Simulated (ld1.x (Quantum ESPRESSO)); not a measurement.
# Debugging a pseudopotential input (antimony, ld1.x (Quantum ESPRESSO) 7.5)

Command:

```bash
ld1.x < Sb.in > Sb.out
```

Input:

```
&input
   title='Sb', zed=51., rel=2, dft='PZ', iswitch=3,
   config='[Kr] 4d10 5s2 5p1', rel_dist='average',
   nld=5, rlderiv=1.70, eminld=-6.0, emaxld=5.0, deld=0.02
 /
 &inputp
   pseudotype=2, tm=.true., lloc=0,
   nlcc=.true., rcore=1.45,
   file_pseudopw='Sb.UPF', file_wfcaegen='ae.wfc', file_wfcncgen='nc.wfc', file_beta='beta', file_chi='chi'
 /
3
5S  1  0   2.00   0.00  1.40  1.40  0.0
4D  3  2  10.00   0.00  1.40  1.40  0.0
5P  2  1   1.00   0.00  1.55  1.55  0.0
 &test
   configts(1)='4d10 5s2 5p1'
 /
```

Output:

```
Program LD1 v.7.5

 %%%%%%%%%%%%%%%%%%%%%%%%%%%%%%%%%%%%%%%%%%%%%%%%%%%%%%%%%%%%%%%%%%%%%%%%%%%%%%
     Error in routine ld1_setup (5):
     mismatch between lloc and l of spin-orbit split wfc chosen for local potential
 %%%%%%%%%%%%%%%%%%%%%%%%%%%%%%%%%%%%%%%%%%%%%%%%%%%%%%%%%%%%%%%%%%%%%%%%%%%%%%

     stopping ...
```

Task: This input was made by a single change from one that runs to its end. What was changed?

Result: The change: lloc set to 0 without reordering the list of waves. The program refuses the input: "ld1_setup: mismatch between lloc and l of spin-orbit split wfc chosen for local potential".
